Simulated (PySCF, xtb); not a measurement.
PbI₃, SMILES [I][Pb-]([I])[I], charge -1.

Harmonic wavenumbers (cm⁻¹) from xtb 6.7.1 with GFN2-xTB at its own minimum, in rising order: 42, 42, 54, 149, 149, 156.

Problem. What does PySCF with PBE0-D3(BJ)/def2-SVPD give at its own minimum? (Estimate from the structure and the level; the computed values follow.)

Solution. 35, 35, 43, 130, 130, 137. Paired by order, the mean absolute difference is 14 cm⁻¹ and the zero-point energies are 0.8 and 0.7 kcal/mol.
